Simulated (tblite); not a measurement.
Species: C₈H₁₁ClSi.
Cartesian coordinates in Å at the GFN2-xTB level; atoms count from 1:
```
atom  x, y, z in Å
C1     2.4988   -1.2915    0.5581
C2     1.6709   -0.4903    0.2344
C3     0.6580    0.4767   -0.1783
C4     1.4005    1.7870   -0.4846
Cl5    0.2893    3.0181   -1.1409
C6     0.0334   -0.0478   -1.4518
C7    -1.0779   -0.7668   -1.5292
Si8   -2.0791   -1.2724   -0.0246
C9    -1.0480   -0.5758    1.4104
C10   -0.3416    0.7021    0.9692
H11    3.2190   -1.9960    0.8506
H12    1.8451    2.2047    0.4190
H13    2.1768    1.6284   -1.2345
H14    0.6014    0.1925   -2.3443
H15   -1.4077   -1.0809   -2.5109
H16   -2.1952   -2.7324    0.0601
H17   -3.4116   -0.6550   -0.0689
H18   -1.6691   -0.3534    2.2782
H19   -0.2988   -1.2993    1.7353
H20    0.2061    1.1332    1.8139
H21   -1.0791    1.4360    0.6383
```

All values are computed: GFN2-xTB (tblite) harmonic vibrations without scaling, gas phase. Against measured fundamentals such values can be off by several per cent, at times by over 20. Modes of hydrogen on silicon can be 10 to 20 % off. One conformer, not necessarily the lowest.

Harmonic wavenumbers (cm⁻¹): 36.9, 81.6, 107.6, 124.2, 152.8, 231.1, 252.3, 300.3, 307.1, 381.6, 404.2, 434.6, 475.3, 504.1, 557.9, 609.7, 654.4, 657.5, 664.7, 684.6, 714.1, 740.5, 748.7, 776.4, 802.3, 822.6, 886.2, 928.2, 942.0, 1047.6, 1055.1, 1087.2, 1109.1, 1156.4, 1184.2, 1214.5, 1250.8, 1267.9, 1308.4, 1336.5, 1353.0, 1443.5, 1477.9, 1488.2, 1674.5, 2211.5, 2230.6, 2281.6, 2937.1, 2973.1, 2977.5, 2979.8, 2986.2, 2995.1, 3015.4, 3045.8, 3393.5.

A = 1296, B = 771.9, C = 616.0 MHz; mass 170.032 u (most abundant isotopes); point group C1, symmetry number 1.

Q: What is the zero-point energy?

A: Half the sum of the wavenumbers: 34733 cm⁻¹ = 415.49 kJ/mol.

Q: What is S at 298.15 K and 1 bar for an ideal gas of classical rigid rotors and harmonic oscillators?

A: Translation 172.91, rotation 128.18, vibration 140.59: S = 441.7 J/(mol K).

Q: And Cp and H(298.15 K) − H(0)?

A: Cp = 191.46 J/(mol K), of which vibrations give 158.20 (their classical limit is 57 R = 473.9); H(298.15 K) − H(0) = 32.65 kJ/mol without the zero-point energy, 22.73 from vibrations.

Q: What must be added to the electronic energy to get the Gibbs energy at 298.15 K and 1 bar?

A: ZPE + [H(298.15 K) − H(0)] − T·S = 415.49 + 32.65 − 131.68 = 316.46 kJ/mol.

Q: How do the functions run with temperature in this model?

A: 
| T (K) | S (J/(mol K)) | Cp (J/(mol K)) | H − H(0) (kJ/mol) | G − H(0) (kJ/mol) | ln q(vib) |
| --- | --- | --- | --- | --- | --- |
| 100 | 303.3 | 82.3 | 5.61 | -24.73 | 1.90 |
| 200 | 376.7 | 136.8 | 16.51 | -58.84 | 4.77 |
| 300 | 442.9 | 192.4 | 33.00 | -99.85 | 7.80 |
| 500 | 563.2 | 279.9 | 80.85 | -200.73 | 14.00 |
| 800 | 713.5 | 358.4 | 177.74 | -393.07 | 22.93 |
| 1000 | 797.3 | 391.8 | 252.94 | -544.34 | 28.42 |

q(vib) and H(0) count from the zero-point level.

Q: Blend soft modes into free rotors: weight 1/[1 + (100 cm⁻¹/ν̃)⁴] for the oscillator and the rest for a rotor with moment μB/(μ + B), μ = h/(8π²ν), B = 10⁻⁴⁴ kg m². What vibrational entropy results?

A: 130.37 J/(mol K) in place of 140.59, which changes −T·S at 298.15 K by +3.04 kJ/mol.

Q: Which modes carry the vibrational entropy at 298.15 K?

A: 36.9 cm⁻¹: 22.67; 81.6 cm⁻¹: 16.12; 107.6 cm⁻¹: 13.86; 124.2 cm⁻¹: 12.69; 152.8 cm⁻¹: 11.03; 231.1 cm⁻¹: 7.83 J/(mol K); the other 51 give 56.39 together.

Hindered rotation and anharmonicity are outside this model. Other conformers, if any are populated, would add a mixing term that is left out. The structure is chiral; the term R ln 2 for an equal mix with its mirror image is left out.
